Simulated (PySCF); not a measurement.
BeHBr, SMILES [BeH][Br].

Coordinates come from a PBE0-D3(BJ)/def2-TZVPD optimisation.

All values below come from TDDFT-M06-2X/def2-TZVPD in PySCF.

Vertical excitations; the highest root listed may be one member of a degenerate set. Gas-phase values at a fixed geometry. State labels are in the subgroup C2v.

```
state  symmetry  energy (eV)  λ (nm)      f                                                main pairs
-----  --------  -----------  ------  -----  --------------------------------------------------------
S1           A2         6.82     182  0.000                        HOMO→LUMO 45 %, HOMO−1→LUMO+1 45 %
S2           A1         7.03     176  0.000                 HOMO−1→LUMO, HOMO→LUMO+1 (degenerate set)
S3           A2         7.03     176  0.000                 HOMO−1→LUMO+1, HOMO→LUMO (degenerate set)
S4           B1         7.31     170  0.022                              HOMO−2→LUMO (degenerate set)
S5           B2         7.31     170  0.022                            HOMO−2→LUMO+1 (degenerate set)
S6           B1         7.73     160  0.129                            HOMO−1→LUMO+2 (degenerate set)
S7           B2         7.73     160  0.129                              HOMO→LUMO+2 (degenerate set)
S8           A1         7.86     158  0.195                        HOMO→LUMO+1 44 %, HOMO−1→LUMO 44 %
S9           A1         8.92     139  0.372                                        HOMO−2→LUMO+2 81 %
S10          B1         9.06     137  0.024  HOMO−1→LUMO+3 37 %, HOMO−1→LUMO+6 36 %, HOMO−3→LUMO 22 %
T1           A1         6.48     191      0                        HOMO−1→LUMO 42 %, HOMO→LUMO+1 42 %
T2           B1         6.49     191      0                              HOMO−2→LUMO (degenerate set)
T3           B2         6.49     191      0                            HOMO−2→LUMO+1 (degenerate set)
T4           A1         6.78     183      0                        HOMO→LUMO+1 44 %, HOMO−1→LUMO 44 %
```
Triplets are in the Tamm–Dancoff approximation, which puts them higher than full response would, so one can lie above its singlet here.
